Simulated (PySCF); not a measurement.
Vertical excitations of a molecule C2H4ClNSi from TDDFT-LC-ωPBE/def2-SVPD run with PySCF, as energy in eV (oscillator strength): 4.25 (0.001), 6.47 (0.001), 6.84 (0.003), 7.20 (0.028), 7.50 (0.101), 7.87 (0.012), 8.07 (0.008), 8.34 (0.014), 8.53 (0.039), 8.59 (0.111). Lowest triplet (TDA): 3.32 eV. The structure is a stationary point at PBE0-D3(BJ)/def2-SVP. Other conformers were not sampled.

Question: Which molecule gave these data?
A. C#C[Si@@H](N)Cl
B. Cl[Si@H]1C=NC1
C. N#CC[SiH2]Cl

Answer: B, Cl[Si@H]1C=NC1
